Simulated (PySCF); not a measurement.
# Stretching SbC

Set-up: Sb def2-TZVPP with ECP28, C def2-TZVPP; scalar-relativistic core potentials (PySCF 2.14). Energies in eV from Sb + C in their ground configurations at the same level. All curves are PBE0. state 1: ²Σ⁺ (doublet), unpaired electrons σ ↑; state 2: ²Π (doublet), unpaired electrons π ↑, a second solution, started from another occupation; state 3: quartet, unpaired electrons σ ↑, π ↑↑, a mixture of terms (⟨Lz²⟩ = 2.0), a second solution, started from another occupation; state 4: ⁴Π (quartet), unpaired electrons π ↑↑↑, a second solution, started from another occupation.

```
R (Å)  state 1  state 2  state 3  state 4
1.609   -1.673    0.038    1.500    3.477
1.684   -2.602   -1.264    0.161    1.779
1.759   -3.114   -2.102   -0.731    0.566
1.815   -3.298   -2.500   -1.178   -0.101
1.871   -3.358   -2.744   -1.479   -0.603
1.927   -3.329   -2.866   -1.666   -0.974
2.002   -3.200   -2.884   -1.785   -1.307
2.095   -2.949   -2.737   -1.788   -1.528
2.208   -2.585   -2.399   -1.661   -1.597
2.357   -2.069   -1.800   -1.379   -1.481
```

**Question.** Put a parabola through the three lowest points of the state 1 curve and estimate Re, k and ωe (reduced mass 10.92 u; 1 eV/Å² = 0.16022 mdyn/Å; ωe = 1302.8·√(k/μ) cm⁻¹).

**Answer.** Through R = 1.815, 1.871, 1.927 Å the second-order coefficient is 14.2 eV/Å², so Re ≈ 1.881 Å, k ≈ 4.55 mdyn/Å and ωe ≈ 841 cm⁻¹. A polynomial fit of higher order to the unrounded PBE0 energies gives Re = 1.878 Å, k = 4.27 mdyn/Å, ωe = 815 cm⁻¹; anharmonicity and rounding make the difference.

The higher-order fit for each curve: state 1: Re = 1.878 Å, ωe = 815 cm⁻¹, De = 3.36 eV; state 2: Re = 1.973 Å, ωe = 787 cm⁻¹, minimum 2.89 eV below the ground-state fragments; state 3: Re = 2.049 Å, ωe = 605 cm⁻¹, minimum 1.80 eV below the ground-state fragments; state 4: Re = 2.198 Å, ωe = 532 cm⁻¹, minimum 1.60 eV below the ground-state fragments.

⟨S²⟩ is raised (SbC 1.04), so spin contamination touches these numbers. ⟨S²⟩ of the unrestricted solution departs from its pure value on part of the curve, where spin states mix. Spin–orbit coupling is left out, which matters for elements this heavy, above all for dissociation energies. The state is the lowest determinant that a PBE0 search found; another state may lie lower at other levels.
